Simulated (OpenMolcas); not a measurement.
Computed levels of 5s² 5p² in ions with 50 electrons, in cm-1 above ³P₀.

```yaml
Program: OpenMolcas 26.06
Method: SS-CASPT2, IPEA 0.25 Eh, imaginary shift 0.1 Eh
Basis: ANO-R3
Scalar_Hamiltonian: X2C, finite nucleus
Spin-orbit_coupling: state interaction with AMFI integrals over the reference wave functions, term energies averaged over their components
```

Active space for each ion: 2 electrons in 3 orbitals (5p); closed shells correlated by CASPT2: 4d 5s.

```json
{"Level": "³P₁", "Sn": "1444", "Sb+": "2660", "Te2+": "4150", "Xe4+": "8060"}
{"Level": "³P₂", "Sn": "3050", "Sb+": "5110", "Te2+": "7350", "Xe4+": "12690"}
{"Level": "¹D₂", "Sn": "8440", "Sb+": "12170", "Te2+": "16060", "Xe4+": "25910"}
{"Level": "¹S₀", "Sn": "16980", "Sb+": "23190", "Te2+": "29000", "Xe4+": "41930"}
```

Task: Estimate ³P₂, ¹D₂, ¹S₀ for I3+ from its neighbours Te2+ and Xe4+.

Result: ³P₂ is fine structure, which grows about as the fourth power of a screened charge, so the fourth roots are averaged: ((7350^0.25 + 12690^0.25) / 2)^4 = 9748. The calculation gives 9870, so the estimate is off by -1.2 %.
¹D₂ is another term, which grows about linearly with the charge: (16060 + 25910) / 2 = 20985. The calculation gives 20680, so the estimate is off by +1.5 %.
¹S₀ is another term, which grows about linearly with the charge: (29000 + 41930) / 2 = 35465. The calculation gives 35250, so the estimate is off by +0.6 %.

Mixed levels, with the weight of the term that names them: Xe4+ ³P₂ (71 %), Xe4+ ¹D₂ (71 %).

Term energies are means over components that CASPT2 splits; among the terms shown or strongly mixed into the levels shown the widest spread is 90 cm-1 (5s² 5p² ¹D, Te2+). With the s shell closed, the reference lacks s² → p² mixing. Only configurations of the active space appear.
